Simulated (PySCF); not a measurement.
disilylmethane cation (CH8Si2), SMILES [SiH3]C[SiH3] (connectivity only; charge and spin as stated), charge +1, multiplicity 2. Atoms are numbered in the order given.

```xyz
11

Si     1.4547     0.0005    -0.2585
C      0.0000     0.0000     1.0698
Si    -1.4547    -0.0005    -0.2585
H      2.4306    -0.5570     0.7742
H      1.7160     1.3997    -0.6965
H      1.1870    -0.9665    -1.3663
H     -0.0969    -0.9086     1.6980
H      0.0969     0.9086     1.6980
H     -1.1870     0.9665    -1.3663
H     -1.7160    -1.3997    -0.6965
H     -2.4306     0.5570     0.7742
```
Charge +1, spin multiplicity 2.

Geometry optimised at PBE-D3(BJ)/def2-SVP. The multiplicity is an assumed one; other spin states were not compared.

Calculation: TDA-PBE/def2-SVPD (PySCF).

Vertical excitations. The molecule is in vacuum.

```csv
state,energy (eV),λ (nm),f,main pairs
root 1,2.12,586,0.001,β HOMO→LUMO 96 %
root 2,2.21,562,0.001,β HOMO−1→LUMO 98 %
root 3,2.48,499,0.014,β HOMO−2→LUMO 86 %
root 4,2.71,458,0.001,β HOMO−3→LUMO 96 %
root 5,3.75,330,0.239,β HOMO−4→LUMO 85 %
root 6,4.56,272,0.000,β HOMO−5→LUMO 99 %
root 7,6.16,201,0.001,α HOMO→LUMO 96 %
root 8,6.90,180,0.027,β HOMO−7→LUMO 92 %
root 9,6.94,179,0.000,"α HOMO−3→LUMO 9 %, β HOMO−6→LUMO 85 %"
root 10,7.11,174,0.000,"α HOMO−1→LUMO 70 %, β HOMO→LUMO+1 27 %"
```
Unrestricted roots are not spin-pure.
